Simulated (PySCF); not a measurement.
H₄P₂, charge +1, doublet, at a GFN2-xTB geometry (a state made from the parent by changing its charge; the spin is typed, not shown lowest). Base run: HF/3-21G (PySCF).

The PySCF input:
```python
from pyscf import gto, scf

mol = gto.Mole()
mol.atom = '''
    P    -0.992848   -0.377627   -0.021645
    P     0.992848    0.377627    0.021645
    H    -1.625562    0.270206    1.043135
    H    -1.588321    0.294713   -1.092691
    H     1.588321   -0.294713    1.092691
    H     1.625562   -0.270206   -1.043135
'''
mol.basis = '3-21g'
mol.charge = 1
mol.spin = 1
mol.verbose = 4
mol.symmetry = True
mol.build()

mf = scf.UHF(mol)
mf.kernel()
mf.analyze()
```

Each row names what was changed in the base input (with any setting that the change needs).

```
change                                                 ΔE vs base (mEh)  point group used  SCF cycles
-----------------------------------------------------  ----------------  ----------------  ----------
base                                                              0.000               C2h          11
symmetry = off                                                    0.000                C1          11
symmetry_subgroup = Cs                                            0.000                Cs          11
irrep_nelec = Ag:(6, 6) Bg:(2, 2) Au:(3, 2) Bu:(6, 6)             287.9               C2h          12
irrep_nelec = Ag:(6, 6) Bg:(2, 2) Au:(2, 2) Bu:(7, 6)             238.0               C2h          12
irrep_nelec = Ag:(8, 6) Bg:(2, 2) Au:(2, 2) Bu:(5, 6)             477.0               C2h          11
symmetry_subgroup = C2                                            0.000                C2          11
symmetry_subgroup = Ci                                            0.000                Ci          11
irrep_nelec = Ag:(7, 6) Bg:(2, 2) Au:(1, 2) Bu:(7, 6)             442.6               C2h          11
```

Open shells are given as the SCF converged; they aren't shown to be the lowest states, and a large step between rows can be another state.
